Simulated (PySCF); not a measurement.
C2H5F2NSi, SMILES C/C=N/[SiH](F)F. Geometry: PBE-D3(BJ)/def2-SVP. The structure was generated by enumeration; whether it is a known compound was not checked. Other conformers were not sampled.

Calculation: PBE-D3(BJ)/def2-SVP run with PySCF 2.14.0.

Harmonic wavenumbers (cm⁻¹): 85, 103, 139, 178, 278, 318, 376, 469, 715, 789, 793, 820, 869, 936, 974, 1063, 1102, 1311, 1357, 1383, 1392, 1717, 2265, 2889, 2964, 3038, 3102. Rotational constants (GHz): 5.741, 1.540, 1.330; symmetry number 1.

Work out the zero-point energy and the ideal-gas rigid-rotor harmonic-oscillator thermochemistry at 298.15 K and 1 atm.

ZPE = ½ Σ hcν = ½ × 31424 cm⁻¹ = 44.92 kcal/mol. H − E(el) = 50.28 kcal/mol. Entropy in cal/(mol K): translation 39.98, rotation 27.71, vibration 18.53, total 86.21. G − E(el) = 24.58 kcal/mol. Cp = 27.10 cal/(mol K). Modes under 150 cm⁻¹ make the vibrational entropy uncertain.
